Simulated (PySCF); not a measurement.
# Energy of Sc²⁺ (scandium, charge +2) between two integer charges

The 3d alpha orbital of [Ar] 3d1 is emptied in steps (occupation f), with all orbitals relaxed, ending at [Ar]. Calculation: PySCF 2.14, in jorge-DZP-DKH (8s6p2d1f, 43 functions); the spin-free X2C one-electron Hamiltonian (Gaussian nucleus). The exact energy is a straight line in f; departures are measured from the line between the end points of the same method.

| f | BHandHLYP (eV) | wB97X (eV) | M06-2X (eV) |
| --- | --- | --- | --- |
| 1 | 0.000 | 0.000 | 0.000 |
| 0.75 | -0.595 | -0.462 | -0.600 |
| 0.5 | -0.796 | -0.623 | -0.805 |
| 0.25 | -0.599 | -0.471 | -0.607 |
| 0 | 0.000 | 0.000 | 0.000 |

| method | E(f=0) − E(f=1) (eV) | −ε at f=1 (eV) | −ε at f=0.5 (eV) |
| --- | --- | --- | --- |
| BHandHLYP | 25.096 | 21.936 | 25.086 |
| wB97X | 25.021 | 22.591 | 24.998 |
| M06-2X | 24.875 | 21.696 | 24.857 |

Orbital energy along the path (eV):

| f | BHandHLYP | wB97X | M06-2X |
| --- | --- | --- | --- |
| 1 | -21.936 | -22.591 | -21.696 |
| 0.75 | -23.501 | -23.765 | -23.260 |
| 0.5 | -25.086 | -24.998 | -24.857 |
| 0.25 | -26.686 | -26.265 | -26.476 |
| 0 | -28.296 | -27.540 | -28.148 |

Reference removal energy between the ground levels: 24.757 eV (measured; NIST Atomic Spectra Database, ionization energies). The calculation has no spin-orbit coupling.
